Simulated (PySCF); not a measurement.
Harmonic spectrum computed at B3LYP in the def2-SVP basis family (core potentials from Rb on, PySCF, no spin–orbit coupling):

| symmetry | ω (cm⁻¹) | IR (km/mol, summed over degenerate members) |
| --- | --- | --- |
| a2'' | 40 | 16.0 |
| e' | 41 | 0.7 |
| a1' | 142 | 0.0 |
| e' | 241 | 129 |

Question: Which molecule gave it? In each, all ligands are bound to the one heavy central atom.
A. GaI₃ (singlet)
B. BI₃ (singlet)
C. BiI₃ (singlet)
D. CI₃ (doublet)
E. YI₃ (singlet)

Answer: E. It has D3h symmetry with Y–I 2.820 Å (×3).
